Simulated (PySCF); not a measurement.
Al(All)(H)(Me) (C4H9Al), SMILES C=C[CH2][AlH][CH3].

Geometry optimised at B3LYP-D3(BJ)/def2-SVP. The structure was generated by enumeration; whether it is a known compound was not checked. The values are those of a single conformer.

Calculation: PBE/def2-TZVP (PySCF).

Isolated molecule, no solvent.

total energy: -399.94989 hartree
highest occupied level: -5.69 eV
lowest empty level: -1.39 eV
orbital gap: 4.29 eV
dipole moment: 1.03 D
quadrupole, principal values (traceless, Buckingham form, about the centre of nuclear charge): -3.08, -1.28, 4.36 D·Å
mean static polarisability: 79.9 bohr³ (11.85 Å³)
polarisability, principal values: 72.6, 76.6, 90.7 bohr³
